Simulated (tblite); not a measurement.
Run record: tight-binding relaxation, `[GeH3][NH]N1CCCC1`.

Computed with GFN2-xTB geometry optimisation, gas phase (tblite 0.8.0). Start geometry: from a force field or distance geometry. The input is one job of a driver script: a line of settings, then coordinates in Å.

Command:
```bash
OMP_NUM_THREADS=1 python probes_run.py task.json out
```

Input:
```
{"job": {"kind": "relax", "xc": "GFN2-xTB", "basis": "xTB"}, "charge": 0, "multiplicity": 1}
Ge     2.917300    -0.000300    -0.292500
N      1.184900    -0.003400    -1.051600
N      0.322500    -0.117400     0.039200
C     -0.653700    -1.161200    -0.125900
C     -1.939600    -0.446800    -0.403000
C     -1.854200     0.769600     0.487000
C     -0.373100     1.101700     0.356900
H      2.777100    -0.787600     1.045100
H      3.243200     1.449300     0.084900
H      3.918700    -0.653300    -1.241900
H      1.044100    -0.843800    -1.672400
H     -0.318800    -1.776600    -0.995200
H     -0.695300    -1.772500     0.820800
H     -2.766500    -1.113000    -0.151100
H     -1.951000    -0.162700    -1.492300
H     -2.440900     1.613500     0.074300
H     -2.138500     0.571000     1.533800
H     -0.034100     1.427400     1.351900
H     -0.251800     1.915100    -0.360400
```

Output:
```
step      E/eV     max force
  0    -609.81196    2.374
  1    -610.00124    0.735
  2    -610.07989    0.638
  3    -610.15103    0.683
  4    -610.18154    0.556
  5    -610.20574    0.309
  6    -610.22057    0.334
  7    -610.23884    0.299
  8    -610.25364    0.272
  9    -610.26379    0.207
... (156 lines left out)
166    -610.50494    0.013
167    -610.50497    0.014
168    -610.50500    0.014
169    -610.50505    0.013
170    -610.50509    0.015
171    -610.50514    0.015
172    -610.50519    0.013
173    -610.50523    0.012
174    -610.50512    0.056
175    -610.50527    0.008
```

«max force» is the largest atomic force in eV/Å.

Problem. From which step on does the largest force stay under 0.1 eV/Å, and how much energy is left to gain from there?

Solution. From step 154 (0.031 eV/Å), 1.4 meV above the end.

Main results: energy lowered by 16.0 kcal/mol over 175 steps; largest atomic force 0.008 eV/Å at the end.

Problem. Where do the atoms end?

Solution. 0.708 Å rms from the input after alignment:
```
atom  x, y, z in Å
Ge1    2.9542   -0.0454    0.1726
N2     1.4416   -0.4148   -0.7524
N3     0.2359   -0.2610   -0.0457
C4    -0.8034   -1.1633   -0.5257
C5    -2.1130   -0.5769    0.0145
C6    -1.7437    0.8472    0.4705
C7    -0.3546    1.0662   -0.1159
H8     2.8677   -0.8636    1.4107
H9     3.1552    1.4020    0.5506
H10    4.0813   -0.4612   -0.7153
H11    1.3644   -0.1134   -1.7266
H12   -0.8106   -1.1887   -1.6285
H13   -0.6004   -2.1715   -0.1635
H14   -2.4934   -1.1644    0.8477
H15   -2.8765   -0.5606   -0.7623
H16   -2.4568    1.5940    0.1259
H17   -1.6912    0.8925    1.5572
H18    0.2531    1.7721    0.4552
H19   -0.4195    1.4201   -1.1613
```

Time: 1.1 s of wall time. Hardware: an Intel Xeon Platinum 8488C with one thread, no GPU, shared host with 192 logical CPUs at a one-minute load of 70.
Labels such as C1 count atoms from 1, the log's own numbers from 0.
